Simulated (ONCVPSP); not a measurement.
# Pseudopotential generation for europium: ONCV, PBEsol, scalar-relativistic.

- Element: Eu
- Generator: ONCVPSP 4.0.1
- Type: optimised norm-conserving Vanderbilt (ONCV)
- Functional: PBEsol
- Relativity: scalar-relativistic
- Frozen core: [Kr] 4d10 4f6
- Valence charge: 11
- Reference configuration: 5s2 5p6 5d1 6s2
- Partial waves: 5s+6s: rc 2.55 bohr, ncon 4, nbas 8, qcut 3.9 1/bohr, 2 projectors; 5p: rc 2.45 bohr, ncon 4, nbas 7, qcut 6.4 1/bohr, 3 projectors, debl 0.4 Ha; 5d: rc 2.35 bohr, ncon 4, nbas 8, qcut 4.7 1/bohr, 1 projector
- Local potential: polynomial inside 1.60 bohr (lpopt 1, dvloc0 6 Ha)
- Core correction: Teter function, fcfact 2.75, rcfact 1.4

In the p channel the program set the typed energies aside and used -0.979, 0.250, 0.650 Ha.

All-electron outer shells of the reference configuration (PBEsol, scalar-relativistic, ld1.x):

| shell | level (eV) | outermost node (bohr) | outermost maximum (bohr) |
| --- | --- | --- | --- |
| 5s | -48.25 | 0.67 | 1.21 |
| 5p | -26.64 | 0.72 | 1.38 |
| 4f | -8.40 | – | 0.59 |
| 6s | -4.08 | 1.63 | 3.43 |
| 5d | -2.66 | 0.81 | 1.98 |

**Question.** Estimate the cutoffs (Ha) at which the residual kinetic energy of the hardest occupied pseudo-wave falls to 1 and 0.1 mHa per electron.

**Answer.** 7.9 Ha and 11 Ha.

**Question.** What does a ghost test show?

**Answer.** Ghosts flagged at negative energy: s at -357.3 eV; no localised positive-energy state flagged. A true bound ghost makes a file unfit for plane-wave use.

Its largest configuration-test error is -2.9 meV (5s2 5p6 5d1 6s1). 1 of 4 tests not solved or not reliable.
